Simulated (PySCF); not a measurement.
Si(Cl)2(OH)2 (Cl2H2O2Si), SMILES O[Si](O)(Cl)Cl.

Coordinates come from a PBE0-D3(BJ)/def2-SVP optimisation. Other conformers were not sampled.

The numbers are results of TDDFT-M06-2X/def2-SVPD run with PySCF, not measurements.

Vertical excitations. The molecule is in vacuum. State labels are in the subgroup C2.

```tsv
state	symmetry	energy (eV)	λ (nm)	f	main pairs
S1	B	8.07	154	0.015	HOMO→LUMO 52 %, HOMO−2→LUMO 26 %
S2	B	8.21	151	0.033	HOMO−2→LUMO 51 %, HOMO→LUMO 24 %
S3	A	8.29	150	0.006	HOMO−1→LUMO 73 %
S4	A	8.86	140	0.004	HOMO−6→LUMO 25 %, HOMO−2→LUMO+1 21 %, HOMO−1→LUMO+2 14 %, HOMO−1→LUMO+4 5 %
S5	A	8.88	140	0.110	HOMO−3→LUMO 53 %, HOMO−3→LUMO+2 9 %
S6	B	8.91	139	0.075	HOMO−2→LUMO+2 33 %, HOMO−4→LUMO 28 %, HOMO−2→LUMO+4 10 %
S7	B	9.10	136	0.027	HOMO→LUMO+2 34 %, HOMO→LUMO+4 29 %, HOMO→LUMO 15 %, HOMO→LUMO+8 5 %
S8	A	9.22	135	0.030	HOMO−1→LUMO+2 24 %, HOMO−1→LUMO+4 19 %, HOMO−1→LUMO 13 %, HOMO−4→LUMO+1 9 %
S9	B	9.27	134	0.070	HOMO−4→LUMO 41 %, HOMO−1→LUMO+1 13 %, HOMO−2→LUMO+2 11 %, HOMO−2→LUMO+4 10 %
S10	A	9.43	132	0.001	HOMO→LUMO+1 51 %, HOMO−2→LUMO+1 10 %, HOMO−3→LUMO+2 8 %
T1	B	7.80	159	0	HOMO→LUMO 42 %, HOMO−2→LUMO 24 %, HOMO→LUMO+2 8 %
T2	B	7.89	157	0	HOMO−2→LUMO 43 %, HOMO→LUMO 16 %, HOMO→LUMO+2 11 %
T3	A	7.98	155	0	HOMO−1→LUMO 59 %, HOMO−1→LUMO+2 13 %
T4	B	8.43	147	0	HOMO−4→LUMO 33 %, HOMO−2→LUMO+2 27 %, HOMO−2→LUMO+4 8 %, HOMO−1→LUMO+3 5 %
```
Triplets are in the Tamm–Dancoff approximation, which puts them higher than full response would, so one can lie above its singlet here.
